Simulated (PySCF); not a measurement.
**Scalar relativity in P⁺ (phosphorus, charge +1)**

[Ne] 3s2 3p2, high-spin 3P determinant; UHF calculated with PySCF 2.14 in dyall-av3z (19s12p3d2f, 84 functions), once non-relativistic with a point nucleus and once with spin-free X2C-1e and a Gaussian nucleus.

| shell | ε non-rel. (eV) | ε X2C (eV) | rms r non-rel. (bohr, spins averaged) | rms r X2C (bohr, spins averaged) | change of radius (%) |
| --- | --- | --- | --- | --- | --- |
| 1s α | -2187.5 | -2193.5 | 0.1204 | 0.1198 | -0.46 |
| 1s β | -2187.0 | -2193.0 | 0.1204 | 0.1198 | -0.46 |
| 2s α | -215.59 | -216.58 | 0.5617 | 0.5597 | -0.36 |
| 2s β | -215.11 | -216.10 | 0.5617 | 0.5597 | -0.36 |
| 2p α | -158.32 | -158.29 | 0.5399 | 0.5394 | -0.10 |
| 2p β | -157.42 | -157.39 | 0.5399 | 0.5394 | -0.10 |
| 3s α | -30.966 | -31.054 | 1.986 | 1.981 | -0.25 |
| 3s β | -25.422 | -25.512 | 1.986 | 1.981 | -0.25 |
| 3p α | -19.732 | -19.718 | 2.295 | 2.295 | 0.00 |

The total energy goes from -340.3548 to -341.1732 hartree.

Ionisation energy, P⁺ [Ne] 3s2 3p2 (3P) → P²⁺ [Ne] 3s2 3p1 (2P) (eV):

```json
{"method": "UHF", "non-relativistic": "19.171", "spin-free X2C": "19.159", "shift": "-0.012"}
{"method": "LDA", "non-relativistic": "19.826", "spin-free X2C": "19.813", "shift": "-0.013"}
{"method": "PBE", "non-relativistic": "19.784", "spin-free X2C": "19.772", "shift": "-0.013"}
{"method": "PBE0", "non-relativistic": "19.821", "spin-free X2C": "19.809", "shift": "-0.012"}
{"method": "r2SCAN", "non-relativistic": "19.955", "spin-free X2C": "19.943", "shift": "-0.012"}
{"method": "TPSSh", "non-relativistic": "19.843", "spin-free X2C": "19.831", "shift": "-0.013"}
{"method": "CAM-B3LYP", "non-relativistic": "19.749", "spin-free X2C": "19.736", "shift": "-0.013"}
{"method": "MP2 (valence)", "non-relativistic": "19.621", "spin-free X2C": "19.609", "shift": "-0.012"}
{"method": "SCS-MP2 (valence)", "non-relativistic": "19.530", "spin-free X2C": "19.518", "shift": "-0.012"}
{"method": "CCSD (valence)", "non-relativistic": "19.655", "spin-free X2C": "19.644", "shift": "-0.011"}
{"method": "CCSD(T) (valence)", "non-relativistic": "19.690", "spin-free X2C": "19.679", "shift": "-0.011"}
```

Relativity contracts and stabilises s shells directly. The contracted s shells screen the nucleus better, so for spin-averaged p shells the direct and indirect effects partly cancel.
